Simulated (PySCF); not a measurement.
CH5O, SMILES C[OH2+], charge +1. Coordinates come from a B3LYP-D3(BJ)/def2-TZVP optimisation. The isomer is the one that the SMILES or the coordinates give; other isomers of the formula were not compared.

TDA-ωB97X/def2-TZVPD in PySCF puts the lowest singlet excitations at 9.62, 10.72, 11.58, 12.20, 12.44, 12.71 eV.

Problem. What are the lowest excitation roots from ADC(2)/aug-cc-pVDZ (PySCF)? (Estimate from the structure and the level; the computed values follow.)

Solution. 9.51, 11.06, 11.57, 11.95, 12.34, 12.99 eV. S1 differs by -0.10 eV (second minus first; roots are paired by order, and the bases may differ).
